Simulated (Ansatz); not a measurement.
A run for Ansatz (a quantum-chemistry and plane-wave program): R-CCSD(T)/cc-pVDZ on F2GaHO (SMILES [OH][Ga]([F])[F]), a point of a torsion scan. The run froze 17 orbitals, filled d shells among them.

Ansatz 0.2 input:
```yaml
crystal:
  periodic: [false, false, false]
  atoms:
    - {symbol: O, position_ang: [1.22567435, -0.34314245, -0.33300089]}
    - {symbol: Ga, position_ang: [-0.43180922, 0.09074148, -0.12470852]}
    - {symbol: F, position_ang: [-1.57758656, -1.00152266, 0.58164742]}
    - {symbol: F, position_ang: [-1.05535631, 1.60747576, -0.68476501]}
    - {symbol: H, position_ang: [1.86317996, -0.16105994, 0.36029486]}
basis:
  gaussian:
    orbitals: cc-pVDZ
magnetization: {spin_polarized: false}
correlation: {method: ccsd_t, electrons: outside_noble_gas}
scf: {lower_state_search: off}
```

Program output:

```
WARN ansatz: RAYON_NUM_THREADS=1 ignored (pool sized by the plan → 1); use --threads N
Functional definition: HF
these checks for a lower state are left out or cut short: stability, starts, cluster_reference, orbital_swaps, neighbouring_geometries, increment
integrals: 0.06 GiB planned
757 factors; integrals over basis functions are off by at most 1.0e-3 eV
mean field: 0.20 GiB planned
mean field evaluation 1: about -59797.3933 eV, gradient 4.7e1 eV
mean field evaluation 2: about -59797.4352 eV, gradient 4.7e1 eV
mean field evaluation 4: about -59801.2371 eV, gradient 1.7e0 eV
mean field evaluation 8: about -59801.2547 eV, gradient 1.5e-1 eV
mean field -59801.25475657 eV, -2197.6555775577 hartree, gradient 7.1e-7 eV, S^2 0.000000; 0 other end points of the search recorded, 0 dependent functions left out
17 core orbitals not correlated, not the lowest: weight in the atoms' cores, before any rotation towards them, 0.658 or more for the frozen orbitals, at most 0.338 for the correlated occupied ones
reference -59801.25475657 eV, -2197.6555775577 hartree; 12, 12 occupied and 45, 45 virtual orbitals, 757 factors
second order -17.19401874 eV of doubles, -0.00000000 eV of singles
coupled cluster: 0.14 GiB planned
cycle   1  -16.86530053 eV  change    3.3e-1 eV  update   1.0e-1
cycle   2  -17.22428479 eV  change   -3.6e-1 eV  update   3.2e-2
cycle   3  -17.33674922 eV  change   -1.1e-1 eV  update   1.7e-2
cycle   4  -17.33021880 eV  change    6.5e-3 eV  update   3.6e-3
cycle   5  -17.32453109 eV  change    5.7e-3 eV  update   1.4e-3
cycle   6  -17.32476124 eV  change   -2.3e-4 eV  update   4.5e-4
cycle   7  -17.32480991 eV  change   -4.9e-5 eV  update   1.3e-4
cycle   8  -17.32472248 eV  change    8.7e-5 eV  update   4.9e-5
cycle   9  -17.32472056 eV  change    1.9e-6 eV  update   1.8e-5
perturbative correction -0.30479868 eV, -0.0112011447 hartree
Total energy: -59818.88427581 eV, -2198.3034504399 hartree
Checks for a lower state left out: stability, starts, cluster_reference, orbital_swaps, neighbouring_geometries, increment
```

Self-consistency was reached.

Cost: roughly 1.6 core-seconds.
